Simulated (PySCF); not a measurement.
Si(H)2(OH)(NMe2) (C2H9NOSi), SMILES O[SiH2]N(C)C. Coordinates come from a PBE-D3(BJ)/def2-SVP optimisation. One conformer was computed; it need not be the lowest.

**Question.** Give the equilibrium geometry at PBE-D3(BJ)/def2-SVP (PySCF confirms it by a frequency run) as a Z-matrix. (The exact figures need the calculation; the answer reports its results.)

**Answer.** This is not unique; one that fits is 
```
N
C 1 1.4488
H 2 1.1087 1 110.59
H 2 1.1158 3 107.46 1 -121.51
H 2 1.1182 3 107.75 4 -114.71
C 1 1.4503 2 114.42 3 -177.11
H 6 1.1088 1 110.58 2 176.53
H 6 1.1157 7 107.60 1 121.51
H 6 1.1174 7 107.48 8 114.96
Si 1 1.7414 2 123.33 3 14.07
O 10 1.6886 1 117.53 2 94.44
H 11 0.9733 10 114.64 1 -67.64
H 10 1.4962 11 102.32 12 174.15
H 10 1.5065 13 114.18 11 119.23
```
